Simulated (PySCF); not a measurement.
## Dipole response of Ar (argon, neutral)

[Ar], closed-shell 1S. Calculation: PySCF 2.14, in aug-cc-pwCVQZ; the non-relativistic Hamiltonian (point nucleus). Coupled (time-dependent) response in atomic units; α is the mean over directions.

| method | mean α (bohr³) | C₆ (like pair) | S(−4) |
| --- | --- | --- | --- |
| UHF | 10.74 | 62.03 | 24.92 |
| PBE | 11.85 | 69.76 | 33.71 |
| PBE0 | 11.37 | 66.39 | 29.75 |

S(−4) is the Cauchy moment in α(ω) = α(0) + S(−4) ω² + …

Reference α: 11.083 ± 0.007 bohr³ (recommended; Schwerdtfeger and Nagle, table of static dipole polarizabilities (2023 update)). Published C₆: 64.20 (Chu and Dalgarno (2004); Tang, Norbeck and Certain (1976)).

α(iu) at PBE:

```
u (hartree)  α(iu) (bohr³)
          0          11.85
     0.0500          11.76
      0.100          11.52
      0.200          10.68
      0.300          9.570
      0.500          7.347
      0.750          5.211
       1.00          3.784
       1.50          2.189
       2.00          1.408
       3.00         0.7247
       5.00         0.3074
```

A single London oscillator, α(iu) = α/(1 + u²/ω²), gives C₆ = (3/4) ω α². Matching the computed C₆ needs ω = 4 × 69.76 / (3 × 11.85²) = 0.662 hartree.
